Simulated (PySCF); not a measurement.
C3H6N2Si, SMILES N#CC/C=N/[SiH3]. Atoms are numbered in the order given.

```xyz
12

N     -3.3580     0.8218    -0.7209
C     -2.5223     0.3820    -0.0547
C     -1.4386    -0.1783     0.7621
C     -0.1278    -0.2858    -0.0015
N      0.9764    -0.0525     0.5612
Si     2.5373    -0.2011    -0.2457
H     -1.2786     0.4328     1.6623
H     -1.7409    -1.1880     1.0909
H     -0.2301    -0.6034    -1.0628
H      3.2162     1.1204    -0.1872
H      2.3731    -0.6267    -1.6721
H      3.3411    -1.2127     0.4912
```

The structure is a stationary point at ωB97X-D3(BJ)/def2-SVP. The structure was generated by enumeration; whether it is a known compound was not checked. Other conformers were not sampled.

Two levels are set side by side: PBE/pcSseg-1 (PySCF) and KT2/pcSseg-1 (PySCF). GIAO shifts against NH3 (¹⁵N), TMS (²⁹Si), TMS (¹H), TMS (¹³C) at the same level; non-relativistic, no solvent, atoms listed together averaged. Differences are taken from unrounded values.

```
quantity                PBE
--------------------  -----
δ(¹⁵N) of N1 (ppm)    311.3
δ(¹³C) of C2 (ppm)    117.1
δ(¹³C) of C3 (ppm)     36.0
δ(¹³C) of C4 (ppm)    177.2
δ(¹⁵N) of N5 (ppm)    391.4
δ(²⁹Si) of Si6 (ppm)  -41.9
δ(¹H) of H9 (ppm)      8.83
```

Question: These are the PBE values. What does KT2 give? (The exact figures need the calculation; the answer reports its results.)

Answer: 
```json
[
 {"quantity": "δ(¹⁵N) of N1 (ppm)", "KT2": "292.2", "PBE minus KT2": "19.0"},
 {"quantity": "δ(¹³C) of C2 (ppm)", "KT2": "108.8", "PBE minus KT2": "8.3"},
 {"quantity": "δ(¹³C) of C3 (ppm)", "KT2": "35.0", "PBE minus KT2": "1.0"},
 {"quantity": "δ(¹³C) of C4 (ppm)", "KT2": "166.7", "PBE minus KT2": "10.5"},
 {"quantity": "δ(¹⁵N) of N5 (ppm)", "KT2": "363.1", "PBE minus KT2": "28.4"},
 {"quantity": "δ(²⁹Si) of Si6 (ppm)", "KT2": "-39.9", "PBE minus KT2": "-2.0"},
 {"quantity": "δ(¹H) of H9 (ppm)", "KT2": "8.59", "PBE minus KT2": "0.24"}
]
```

Rough cost on one machine, each run with all the roots and properties that it gave: KT2 against PBE within a factor of 2.
